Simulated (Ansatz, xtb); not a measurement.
# Relaxing a trial structure of BF2GeN

The starting geometry of this gas-phase singlet was built from a drawn formula by distance geometry; its bonds are those of `F[B]1[N]=[Ge]1[F]`.

```xyz
5

B    -1.0466   -2.7085   -1.0121
F    -0.5463   -4.1082   -0.7762
F     0.5216    0.5377   -1.2020
Ge   -0.4367   -0.6917   -1.0252
N    -1.7550   -1.4354   -0.6485
```

Question: Predict what becomes of its bonds when it is optimised with r2SCAN-D4/def2-SVP.

Answer: A bond breaks, leaving `FB=[N+]=[Ge-][F]`. Distances that change by over a tenth: B1–F2 (1.51 → 1.29 Å), B1–N5 (1.50 → 1.27 Å), F3–Ge4 (1.57 → 1.76 Å), Ge4–N5 (1.56 → 1.82 Å). Contacts that open: B1–Ge4 (2.11 → 3.08 Å).

The energy falls by 6.11 eV over 17 steps:

| step | E − E(last) (eV) |
| --- | --- |
| 1 | 6.113 |
| 3 | 2.540 |
| 5 | 1.466 |
| 6 | 1.090 |
| 8 | 0.174 |
| 10 | 0.029 |
| 12 | 0.005 |
| 13 | 0.003 |
| 15 | 0.000 |
| 17 | 0.000 |

Final geometry (Å):

```xyz
5

B    -1.0965   -2.9397   -0.8203
F    -1.7410   -4.0495   -0.7129
F    -0.6065    0.8391   -1.1276
Ge    0.6402   -0.4077   -1.0773
N    -0.4591   -1.8481   -0.9260
```

From the same start GFN2-xTB reaches the same bonding as this run.

No frequencies were run, so the end isn't proven a minimum. Run with Ansatz 0.2.0, 28 s on 1 thread of Intel(R) Xeon(R) 6975P-C (Granite Rapids), on a shared host.
